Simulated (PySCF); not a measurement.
Si(F)3(vinyl) (C2H3F3Si), SMILES C=C[Si](F)(F)F.

Coordinates come from a PBE-D3(BJ)/def2-SVP optimisation. Other conformers were not sampled.

All values below come from PBE-D3(BJ)/def2-SVP (PySCF).

Frequencies are harmonic and unscaled.

Computed harmonic wavenumbers and intensities:
```
mode  ν (cm⁻¹)  IR (km/mol)  moving atoms (share of kinetic energy)
----  --------  -----------  --------------------------------------
1           79          0.1                  C 44 %, H 28 %, F 25 %
2          154          0.5                  F 52 %, C 27 %, H 15 %
3          184          0.1                  F 57 %, H 26 %, C 15 %
4          266          7.3                          F 72 %, C 20 %
5          304         10.6                 F 71 %, Si 16 %, H 12 %
6          333         39.6                 F 59 %, C 22 %, Si 15 %
7          410         37.3         F 38 %, C 27 %, Si 24 %, H 11 %
8          536         30.8                   H 51 %, C 38 %, F 8 %
9          660          5.7                  F 41 %, C 39 %, H 14 %
10         861        204.3                         Si 42 %, F 42 %
11         942        100.2                 F 40 %, Si 36 %, H 22 %
12         950        163.9                         Si 50 %, F 49 %
13         972         34.6                          H 72 %, C 28 %
14         987         58.8         H 60 %, Si 17 %, C 14 %, F 10 %
15         999         14.6                                  H 94 %
16        1234          4.7                          H 71 %, C 28 %
17        1373         21.9                          H 85 %, C 15 %
18        1624         16.1                          C 87 %, H 13 %
19        3063          5.9                                  H 95 %
20        3092          0.2                           H 92 %, C 8 %
21        3161          1.7                          H 89 %, C 11 %
```
